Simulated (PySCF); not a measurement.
H4PSi, SMILES [SiH2]P, multiplicity 2.

The structure is a stationary point at B3LYP-D3(BJ)/def2-TZVP. The isomer is the one that the SMILES or the coordinates give; other isomers of the formula were not compared.

Method: CAM-B3LYP/def2-TZVPD run with PySCF.

```yaml
total_energy: -633.22395 hartree
point_group: Cs
"α spin, highest occupied and lowest empty level": -7.18 and 0.68 eV
"β spin, highest occupied and lowest empty level": -9.07 and -1.78 eV
dipole_moment: 0.64 D
quadrupole, principal values (traceless, Buckingham form, about the centre of nuclear charge): -2.93, 1.07, 1.86 D·Å
mean_static_polarisability: 63.9 bohr³ (9.47 Å³)
polarisability_principal_values: 54.2, 55.0, 82.5 bohr³
"⟨S²⟩": 0.755 (pure state 0.75)
```
